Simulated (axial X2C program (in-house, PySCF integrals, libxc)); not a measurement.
**HfP⁻: bond constants with and without spin–orbit coupling**

Computed with an axial X2C code built on PySCF integrals. Spin-free means the one-electron spin-free X2C Hamiltonian; two-component (2c) means X2C with spin–orbit coupling and atomic mean-field two-electron Coulomb and Gaunt terms, so the difference of the two also holds small scalar two-electron terms. Basis: Hf dyall-acv3z [14s15p10d7f4g], P dyall-av3z [9s8p3d2f] (cores contracted in-house); Gaussian nuclei, density fitting, unrestricted open shells. Masses: Hf 179.947 u, P 30.974 u.

The run was started with this input:
```json
{
 "zs": [
  72,
  15
 ],
 "q": -1,
 "bas": [
  "dyall-acv3z",
  "dyall-av3z"
 ],
 "levels": [
  "PBE0",
  "HF",
  "TPSS"
 ],
 "cc": true,
 "r0": 2.3,
 "thr": -1.0,
 "nmax": 90,
 "npts": 10,
 "nst": 2,
 "ntry": 6
}
```
```bash
python so2c.py task.json out
```

Keys: zs atomic numbers; q charge; bas basis sets; levels methods; cc coupled cluster on or off; r0 starting distance in Å; thr threshold in hartree for freezing inner shells (an s shell follows its p shell); nmax most natural virtual spinors; npts points on the curve; nst determinants followed; ntry starts of the search. HF also brings MP2.

State, spin-free: M_S = 0, Λ = 0 (closed shell); electrons by block: σα: 18, σβ: 18, π+α: 9, π+β: 9, π-α: 9, π-β: 9, δ+α: 3, δ+β: 3, δ-α: 3, δ-β: 3, φ+α: 1, φ+β: 1, φ-α: 1, φ-β: 1. Fragments: Hf + P- for PBE0, MP2, CCSD, CCSD(T), TPSS; Hf- + P for HF.

State, 2c: Ω = 0 (closed shell); electrons by block: 1/2: 27, -1/2: 27, 3/2: 12, -3/2: 12, 5/2: 4, -5/2: 4, 7/2: 1, -7/2: 1. Fragments: Hf + P- for PBE0, CCSD, CCSD(T), TPSS; Hf- + P for HF.

```
Hamiltonian    level  Re (Å)  ωe (cm⁻¹)  Be (cm⁻¹)  αe (cm⁻¹)  De (eV)  k (mdyn/Å)  μ (D)
  spin-free     PBE0   2.211      504.6     0.1305   0.000364     4.90        3.96  -6.41
  spin-free       HF   2.225      522.4     0.1288   0.000302      n/a        4.25  -6.93
  spin-free      MP2   2.251      475.4      0.126   0.000405     5.24        3.52    n/a
  spin-free     CCSD   2.244      493.4     0.1267   0.000349     4.53        3.79    n/a
  spin-free  CCSD(T)   2.262      469.4     0.1247   0.000395     4.95        3.43    n/a
  spin-free     TPSS   2.224      484.8     0.1289   0.000394     5.11        3.66  -6.13
         2c     PBE0   2.210      504.0     0.1306   0.000369      n/a        3.95  -6.36
         2c       HF   2.224      522.3      0.129   0.000304      n/a        4.25  -6.88
         2c     CCSD   2.242      492.9     0.1269   0.000352      n/a        3.78    n/a
         2c  CCSD(T)   2.261      469.1     0.1248   0.000398      n/a        3.43    n/a
         2c     TPSS   2.223      483.6     0.1291     0.0004      n/a        3.64  -6.08
```

Correlated methods: 10 electrons correlated (number of frozen shells: Hf 5 s, 4 p, 2 d, 1 f; P 2 s, 1 p), 336 virtual spin orbitals or spinors in MP2, 90 natural virtuals in coupled cluster.

Dipoles are positive if P is the positive end and refer to the centre of mass.

Occupations by symmetry block were frozen at the best pattern of an incomplete PBE0 search. The closed shell is kept restricted, so the energy runs too high when the bond is stretched far. Dissociation energies refer to the lowest single-determinant-based atoms at the same level and basis. De is not given where an atomic determinant may have missed its ground term or J level, or where the truncated virtual space spoils (T). CCSD and (T) use frozen natural virtuals with an MP2 correction for the truncation; (T) itself is uncorrected, so its De runs slightly low. Without a current term, density functionals place determinants with orbital angular momentum somewhat too high. The outer-core s and p shells of the metal are frozen in the correlated rows, which leaves out core–valence correlation; for alkali and alkaline-earth bonds that tends to lengthen them. The highest occupied level of some functionals is positive through self-interaction error; at Hartree–Fock it is bound. The T1 diagnostic is large, a sign of multireference character. The stretched end of a curve changes character and is left out. With the outer-core shells frozen, correlated bond lengths of heavy atoms tend to come out a few hundredths of an ångström too long.

No reliable constants came from MP2 (2c): no minimum in range, unconverged points, a curve that is not smooth, a change of character along it, or the two Hamiltonians disagreeing along it.

Rough cost a point (2c) on 1 thread(s) of a shared host, integrals apart: PBE0 1 s, HF 1.1 s, CCSD(T) 5 s, TPSS 1 s.

The whole task took 4.3 min on 1 thread of Arm Neoverse V2, with other jobs on the host.
